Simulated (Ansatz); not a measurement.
`B[CH]([GaH2])[SiH2]F`, charge 0, multiplicity 1.

(1) Give a relaxed structure at PBE0-D4/def2-TZVP (Ansatz 0.2.0). (An estimate is asked.)

## Answers

(1) Computed: 
Z-matrix (Å, degrees):
```
C
Ga 1 1.995
Si 1 1.853 2 106.0
B 1 1.525 2 104.3 3 114.2
H 1 1.092 2 108.1 3 -121.5
H 2 1.562 1 120.2 3 -56.6
H 2 1.564 1 115.7 3 123.3
F 3 1.603 1 110.0 2 168.8
H 3 1.482 1 110.5 2 50.1
H 3 1.485 1 111.9 2 -73.7
H 4 1.202 1 120.0 2 -65.5
H 4 1.197 1 121.6 2 113.1
```
This is one stationary point; other conformers may exist.
